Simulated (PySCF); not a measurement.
**`N1[SiH2][C@H](C#N)[C@H](F)C1`, C$_{4}$H$_{7}$FN$_{2}$Si**

Geometry:
```csv
atom,x (Å),y (Å),z (Å)
N1,2.592,1.759,1.387
C2,1.858,1.190,0.717
C3,0.961,0.445,-0.100
Si4,0.596,-1.342,0.516
N5,-0.903,-1.306,-0.314
C6,-1.381,-0.006,-0.738
C7,-0.443,1.043,-0.147
F8,-0.863,1.313,1.141
H9,1.361,0.413,-1.116
H10,0.561,-1.402,1.976
H11,1.510,-2.304,-0.095
H12,-1.583,-2.044,-0.353
H13,-2.397,0.186,-0.378
H14,-1.379,0.067,-1.833
H15,-0.495,1.998,-0.685
```

Method used: TDDFT CAM-B3LYP/def2-SVPD circular dichroism and optical rotation, one conformer, gas phase (PySCF). Geometry: GFN2-xTB.

The molecule is flexible and this is one conformer; a measurement averages over conformers.

Problem. Draw the ECD and absorption spectra from the lowest 8 states, each a Gaussian of half-width 0.2 eV at 1/e height.

Solution. 
```
E (eV)  λ (nm)  Δε (L mol⁻¹ cm⁻¹)  ε (L mol⁻¹ cm⁻¹)
  5.47     227               0.00             0.869
  5.62     221              +0.04              21.1
  5.77     215              +0.34               166
  5.92     209              +0.89               424
  6.07     204              +1.11               368
  6.22     199              +3.32               237
  6.37     195              +8.23               383
  6.52     190              +6.99               319
  6.67     186              +1.93              88.3
  6.82     182              +0.18              10.7
  6.97     178              +0.21              38.2
  7.12     174              +2.11               206
  7.27     170              +7.58               524
  7.42     167              +7.85               923
  7.57     164              -8.64              2210
  7.72     161             -31.67              4650
```
Δε uses R in velocity form, ε uses f in length form. Only the states computed contribute, so the short-wavelength end is incomplete.
